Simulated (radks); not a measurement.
Results of a calculation; reference values are marked as such.
Ionisation of the iridium ion Ir+, [Xe] 4f14 5d7 6s1, to Ir2+, [Xe] 4f14 5d7, under several functionals. Dirac Kohn-Sham, spin-unpolarised, spherical densities, point nucleus; open shells are shared between the two j in proportion to 2j + 1; a radial shooting solver on a logarithmic mesh with Libxc functionals.

| functional | E(Ir+) (hartree) | Exc (hartree) | IE (eV) | -e(HOMO) (eV) | <r> HOMO (bohr) | IE error (eV) |
|---|---|---|---|---|---|---|
| OLYP | -17863.9909 | -355.2457 | 17.130 | 13.216 | 2.726 | +0.130 |
| BLYP | -17858.6717 | -349.6877 | 17.546 | 13.582 | 2.714 | +0.546 |
| PBEsol | -17852.5938 | -343.5659 | 17.502 | 13.617 | 2.691 | +0.502 |
| exchange-only LDA | -17839.5917 | -330.4298 | 16.708 | 12.789 | 2.723 | -0.292 |
| SOGGA | -17851.9968 | -342.9664 | 17.368 | 13.489 | 2.694 | +0.368 |
| HCTH/407 | -17867.9597 | -359.3740 | 17.473 | 13.569 | 2.717 | +0.473 |
| exchange-only PBE | -17853.0636 | -344.0228 | 16.775 | 12.827 | 2.754 | -0.225 |

NIST Atomic Spectra Database: 17.0 eV (semi-empirical). Closest: OLYP. The Delta-SCF values span 0.84 eV, the total energies 28.37 hartree. The highest occupied level is 6s1/2. Spin polarisation and multiplet splitting are left out, so open shells lie too high by an amount that depends on their filling. Sharing an open shell by 2j + 1 raises it above the true ground level by a part of the spin-orbit splitting, which enters the differences from NIST.

Beside tabulated values, note that spin-unpolarised runs miss the spin-polarisation part of the exchange energy of open shells.
